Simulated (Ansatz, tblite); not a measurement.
Cost and result up the ladder for Cu4Se2 (the lowest singlet isomer of a short search) (6 atoms). The state is a singlet with charge 0. Geometry: B3LYP-D4/def2-SVP.

```xyz
6

Cu    0.036    0.487    1.258
Cu   -1.493   -1.113    0.011
Cu    0.206    0.767   -1.093
Cu    0.983   -1.536   -0.359
Se   -1.959    1.117   -0.057
Se    2.227    0.278    0.240
```

Ansatz on 4 threads of AMD EPYC 9R45 on a shared host; xTB runs through tblite on one thread. Times are rough, summed over both states, and most runs start from the orbitals of an earlier one. PBE0-D4/def2-SVP serves as the yardstick here, not as an exact answer. The other state is a triplet.

The xTB rows come from tblite. Another isomer (singlet) lies 0.02 eV lower at PBE0-D4/def2-TZVP; other spin states weren't run for this one.

xTB has no spin-polarisation term.

| level | functions | wall time | vertical triplet (eV) | difference from PBE0-D4/def2-SVP (eV) | remarks |
| --- | --- | --- | --- | --- | --- |
| GFN1-xTB | 54 | 0.011 s | 0.81 | 0.12 | – |
| GFN2-xTB | 54 | 0.02 s | 1.28 | 0.60 | – |
| PBE-D4/def2-SVP | 188 | 4.9 s | 0.45 | -0.24 | restricted, untested (singlet) |
| PBE0-D4/def2-SVP | 188 | 12 s | 0.68 | 0.00 | – |
